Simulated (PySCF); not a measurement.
B3LYP has the VWN-RPA correlation part, as in Gaussian. Delta-SCF ions had no search for a lower state. Excitations are Tamm–Dancoff values on a coarser integration grid. The basis has no diffuse functions, so Rydberg states are missing or too high.

Species: C2H5B, SMILES `B1CC1` (charge 0, multiplicity 1).

Give the vertical ionisation energy (Delta-SCF), HOMO–LUMO gap, dipole moment, HOMO and S1–T1 gap (TDA) at the level B3LYP-D3(BJ)/def2-TZVP (PySCF).


```yaml
vertical ionisation energy (Delta-SCF): 9.92 eV
HOMO–LUMO gap: 5.72 eV
dipole_moment: 0.20 D
HOMO: -7.23 eV
S1–T1 gap (TDA): 0.62 eV
```
